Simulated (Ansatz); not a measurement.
Coupled-cluster diagnostics for Mn₂O₂⁻, Ansatz.

Geometry of the doublet (PBE0-D4/def2-SVPD):

```csv
atom,x (Å),y (Å),z (Å)
Mn1,0.642,0.250,0.246
Mn2,-1.735,-0.776,-0.987
O3,2.288,0.654,0.136
O4,-1.196,-0.127,0.605
```

Correlated methods freeze 12 core orbitals; core or outer-core shells of Mn are correlated, in sets that lack core-valence functions. In CCSD on the charge -1 doublet the largest single amplitude is 0.33, so its Hartree–Fock determinant may place the open shell otherwise than the density functionals do. No other spin state of charge -1 was run. The geometry of the doublet was relaxed on an unsound state (⟨S²⟩ 5.58, where a pure state has 0.75). Another isomer (doublet) lies 0.68 eV lower at PBE0-D4/def2-TZVPD; other spin states weren't run for this one.

Task: Estimate the CCSD(T) correlation energy, the shares of MP2 and (T), T1 and the reference's ⟨S²⟩ for: charge -1, doublet, own geometry in def2-SVPD; and the rough time on 4 threads of Arm Neoverse V2 on a shared host.

Result: 
```
                           state      basis  correlation (eV)  MP2 share (%)  (T) share (%)     T1  ⟨S²⟩ (pure)  wall time                                                                  remarks
charge -1, doublet, own geometry  def2-SVPD           -26.860           88.7            4.1  0.086  6.40 (0.75)       31 s  flagged by the program, large T1 (0.086), spin-contaminated (⟨S²⟩ 6.40)
```
Customary marks for T1 are 0.02 (closed shells), 0.045 (open shells) and about 0.05 (3d metals). T1 exceeds 0.02 in 1 of 1 rows and 0.045 in 1; the higher it lies, the less the single-reference result can be trusted.
